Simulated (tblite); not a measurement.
Compound: C7H13FOSi.
Atom-mapped SMILES: `[CH3:1][C@@:2]1([C:3](=[O:4])[F:5])[CH2:6][CH2:7][C@@H:8]([SiH3:9])[CH2:10]1` (hydrogens: H11, H12, H13 on C1; H14, H15 on C6; H16, H17 on C7; H18 on C8; H19, H20, H21 on Si9; H22, H23 on C10)

Computed with GFN2-xTB (tblite), gas phase: L-BFGS steps from a force-field or distance-geometry start until the largest atomic force falls under 0.01 eV/Å.

Step 11: E = -875.2935 eV
```
atom  x, y, z in Å  |  force x, y, z in eV/Å
C1     -2.1556    0.0748   -1.0929   -0.025   0.003  -0.019
C2     -1.1485    0.1755    0.0517   -0.002   0.001   0.007
C3     -1.7373    0.9648    1.1840   -0.046  -0.023  -0.034
O4     -1.2604    1.8090    1.8564    0.020   0.018   0.023
F5     -3.0288    0.5827    1.4455    0.033  -0.044   0.031
C6     -0.7531   -1.2233    0.6122   -0.012   0.027   0.000
C7      0.7691   -1.3172    0.4605    0.028   0.022   0.007
C8      1.2462    0.1353    0.4689    0.019  -0.001  -0.008
Si9     3.0356    0.4056   -0.1248   -0.006  -0.019   0.010
C10     0.1791    0.8265   -0.3791    0.020  -0.001   0.039
H11    -2.4122    1.0647   -1.4637    0.026   0.034  -0.025
H12    -1.7252   -0.5018   -1.9068    0.006  -0.015  -0.032
H13    -3.0712   -0.4127   -0.7681   -0.012  -0.023   0.028
H14    -1.2701   -2.0094    0.0636    0.003  -0.012   0.014
H15    -1.0361   -1.3108    1.6629   -0.005   0.017   0.001
H16     1.0192   -1.7858   -0.4928   -0.008   0.003  -0.024
H17     1.2252   -1.9065    1.2545   -0.016  -0.006   0.004
H18     1.1553    0.5128    1.4938   -0.022   0.006  -0.034
H19     3.9386   -0.3271    0.7647   -0.008  -0.006  -0.012
H20     3.1801   -0.0992   -1.4947   -0.035   0.004   0.027
H21     3.3411    1.8346   -0.0868   -0.009   0.004  -0.012
H22     0.3423    0.6304   -1.4413    0.033   0.030   0.058
H23     0.1619    1.9040   -0.2162    0.017  -0.020  -0.050
```

Step 12: E = -875.2943 eV
```
atom  x, y, z in Å  |  force x, y, z in eV/Å
C1     -2.1545    0.0748   -1.0945   -0.031   0.006  -0.006
C2     -1.1477    0.1755    0.0496    0.008   0.011   0.017
C3     -1.7366    0.9632    1.1832   -0.044  -0.022  -0.030
O4     -1.2607    1.8076    1.8560    0.021   0.021   0.019
F5     -3.0261    0.5763    1.4482    0.034  -0.043   0.025
C6     -0.7539   -1.2225    0.6120    0.002   0.023   0.005
C7      0.7687   -1.3164    0.4613    0.026   0.017   0.006
C8      1.2466    0.1364    0.4708   -0.009  -0.011  -0.011
Si9     3.0358    0.4056   -0.1245   -0.046  -0.025   0.024
C10     0.1803    0.8263   -0.3799    0.034   0.012   0.043
H11    -2.4110    1.0653   -1.4635    0.027   0.028  -0.039
H12    -1.7248   -0.5034   -1.9079   -0.004  -0.005  -0.028
H13    -3.0693   -0.4110   -0.7654   -0.019  -0.030   0.011
H14    -1.2731   -2.0085    0.0648    0.018  -0.011   0.018
H15    -1.0367   -1.3075    1.6631   -0.005   0.013  -0.001
H16     1.0184   -1.7830   -0.4929   -0.005  -0.002  -0.026
H17     1.2250   -1.9076    1.2542   -0.022   0.002  -0.001
H18     1.1519    0.5140    1.4956   -0.007   0.003  -0.046
H19     3.9371   -0.3280    0.7629    0.015  -0.019   0.008
H20     3.1767   -0.0992   -1.4931   -0.030  -0.006   0.000
H21     3.3395    1.8335   -0.0885    0.001   0.034  -0.009
H22     0.3477    0.6318   -1.4420    0.019   0.019   0.065
H23     0.1621    1.9038   -0.2179    0.017  -0.017  -0.044
```

Step 13: E = -875.2952 eV
```
atom  x, y, z in Å  |  force x, y, z in eV/Å
C1     -2.1537    0.0748   -1.0963   -0.024   0.008   0.005
C2     -1.1468    0.1758    0.0477    0.011   0.018   0.015
C3     -1.7364    0.9617    1.1822   -0.020  -0.010  -0.011
O4     -1.2609    1.8062    1.8555    0.011   0.014   0.004
F5     -3.0227    0.5689    1.4515    0.026  -0.041   0.021
C6     -0.7546   -1.2214    0.6119    0.015   0.013   0.009
C7      0.7686   -1.3154    0.4620    0.010   0.002  -0.002
C8      1.2469    0.1372    0.4726   -0.032  -0.018  -0.006
Si9     3.0352    0.4054   -0.1238   -0.061  -0.016   0.031
C10     0.1819    0.8262   -0.3800    0.028   0.021   0.031
H11    -2.4093    1.0664   -1.4640    0.025   0.010  -0.046
H12    -1.7245   -0.5051   -1.9095   -0.019   0.010  -0.015
H13    -3.0678   -0.4099   -0.7625   -0.017  -0.026  -0.012
H14    -1.2758   -2.0078    0.0665    0.034  -0.006   0.021
H15    -1.0374   -1.3039    1.6633   -0.003   0.010  -0.002
H16     1.0176   -1.7801   -0.4935   -0.002  -0.004  -0.020
H17     1.2243   -1.9088    1.2538   -0.024   0.008  -0.005
H18     1.1482    0.5154    1.4966    0.007   0.003  -0.038
H19     3.9358   -0.3293    0.7612    0.033  -0.029   0.024
H20     3.1727   -0.0992   -1.4915   -0.026  -0.015  -0.023
H21     3.3378    1.8328   -0.0904    0.008   0.047  -0.006
H22     0.3535    0.6335   -1.4415    0.006   0.000   0.052
H23     0.1626    1.9036   -0.2205    0.017   0.001  -0.026
```

Step 14: E = -875.2959 eV
```
atom  x, y, z in Å  |  force x, y, z in eV/Å
C1     -2.1534    0.0750   -1.0978   -0.009   0.009   0.012
C2     -1.1459    0.1764    0.0460    0.005   0.018   0.004
C3     -1.7365    0.9604    1.1812    0.012   0.004   0.012
O4     -1.2610    1.8050    1.8551   -0.005   0.004  -0.013
F5     -3.0193    0.5614    1.4550    0.014  -0.038   0.018
C6     -0.7550   -1.2201    0.6120    0.020   0.003   0.009
C7      0.7686   -1.3145    0.4625   -0.012  -0.013  -0.011
C8      1.2468    0.1376    0.4742   -0.038  -0.018   0.001
Si9     3.0338    0.4050   -0.1226   -0.043  -0.001   0.026
C10     0.1837    0.8263   -0.3795    0.006   0.023   0.011
H11    -2.4072    1.0676   -1.4654    0.018  -0.011  -0.046
H12    -1.7247   -0.5063   -1.9112   -0.032   0.022   0.002
H13    -3.0667   -0.4095   -0.7601   -0.009  -0.013  -0.033
H14    -1.2774   -2.0074    0.0685    0.042  -0.001   0.021
H15    -1.0381   -1.3005    1.6635    0.001   0.007   0.000
H16     1.0167   -1.7777   -0.4943   -0.001  -0.005  -0.010
H17     1.2233   -1.9097    1.2535   -0.021   0.010  -0.006
H18     1.1450    0.5167    1.4968    0.018   0.003  -0.014
H19     3.9353   -0.3309    0.7601    0.036  -0.027   0.028
H20     3.1684   -0.0996   -1.4903   -0.025  -0.018  -0.029
H21     3.3364    1.8329   -0.0922    0.008   0.037  -0.002
H22     0.3588    0.6351   -1.4399   -0.005  -0.019   0.024
H23     0.1636    1.9035   -0.2233    0.018   0.024  -0.003
```

Task: Estimate the geometry and energy of step 15. (The exact step hangs on the optimiser's Hessian estimate; all steps are aligned on step 14, rigid shifts and turns removed.)

Result: E = -875.2965 eV, largest force 0.047 eV/Å
```
atom  x, y, z in Å  |  force x, y, z in eV/Å
C1     -2.1534    0.0753   -1.0988    0.005   0.008   0.011
C2     -1.1452    0.1772    0.0449   -0.004   0.012  -0.005
C3     -1.7364    0.9594    1.1807    0.032   0.011   0.027
O4     -1.2611    1.8043    1.8546   -0.016   0.002  -0.020
F5     -3.0165    0.5550    1.4582    0.008  -0.034   0.016
C6     -0.7549   -1.2190    0.6122    0.013  -0.001   0.006
C7      0.7685   -1.3140    0.4626   -0.025  -0.018  -0.016
C8      1.2461    0.1376    0.4753   -0.024  -0.008   0.006
Si9     3.0321    0.4046   -0.1211   -0.004   0.011   0.012
C10     0.1851    0.8268   -0.3789   -0.017   0.018  -0.007
H11    -2.4053    1.0683   -1.4675    0.009  -0.024  -0.039
H12    -1.7255   -0.5068   -1.9126   -0.034   0.025   0.013
H13    -3.0661   -0.4094   -0.7589   -0.003   0.001  -0.045
H14    -1.2777   -2.0071    0.0704    0.040  -0.001   0.016
H15    -1.0385   -1.2977    1.6636    0.006   0.006   0.003
H16     1.0160   -1.7759   -0.4952    0.000  -0.006  -0.002
H17     1.2221   -1.9102    1.2532   -0.013   0.007  -0.004
H18     1.1430    0.5178    1.4966    0.020   0.002   0.013
H19     3.9355   -0.3327    0.7598    0.024  -0.016   0.019
H20     3.1646   -0.1001   -1.4899   -0.025  -0.014  -0.017
H21     3.3355    1.8337   -0.0937    0.003   0.014   0.001
H22     0.3628    0.6360   -1.4382   -0.011  -0.032  -0.003
H23     0.1647    1.9039   -0.2256    0.018   0.039   0.016
```

The energy changes by -0.0006 eV. The first-order estimate −F·Δx gives -0.0008 eV and the mean of the old and new forces, exact on a quadratic surface, -0.0006 eV. The step makes an angle of 66° with the force vector and moves no atom by more than 0.008 Å.

The cost below is that of the whole relaxation. Time: 0.56 s of wall time. Hardware: one thread, Arm Neoverse V1 (aarch64), shared host with 32 logical CPUs at a one-minute load of 22.
